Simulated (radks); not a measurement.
Spherical quantum dot in the effective-mass picture: electrons in a hard-walled sphere of radius 4.46, all in effective atomic units (hartree* = m*/eps^2 hartree, bohr* = eps/m* bohr), one dielectric constant everywhere. Method: non-relativistic Kohn-Sham, LDA (Slater exchange, Perdew-Wang correlation), spin-polarised, spherical densities; computed with a radial shooting solver with Libxc functionals. Levels are named by radial order and angular momentum (1s, 1p, 1d, 2s, ...), and open shells are averaged over m. Results are scaled to m* = 0.129 and eps = 11.4, for which hartree* = 27.01 meV and bohr* = 4.676 nm.

N = 21, configuration 1s2 1p6 1d10 1f(up 3, down 0). This is the lowest configuration that the search found. Occupied and some empty levels:

level    occupation  eigenvalue (meV)  <r> (nm)
1s up             1            165.68     14.30
1s down           1            166.45     14.24
1p up             3            169.07     14.77
1p down           3            169.87     14.74
1d up             5            175.03     15.19
1d down           5            175.86     15.17
1f up             3            183.26     15.55
1f down           0            184.11     15.54
2s up             0            191.01     9.331
2s down           0            191.28     9.327
1g up             0            193.56     15.86
1g down           0            194.43     15.86
2p up             0            202.45     10.93
2p down           0            202.82     10.92
2d up             0            216.17     11.93
2d down           0            216.62     11.92

Energy (meV): total 2005.53, kinetic 502.64, external 0, Hartree 1711.7, exchange-correlation -208.79.

Electron density:

r (nm)  n(r) (e/nm^3)
1.13       0.00002413
2.68       0.00003343
4.24       0.00005532
5.79       0.00009908
7.35        0.0001790
8.91        0.0003114
10.5        0.0005070
12.0        0.0007516
13.6        0.0009832
15.1         0.001076
16.7        0.0009001
18.2        0.0004794
19.8       0.00008808
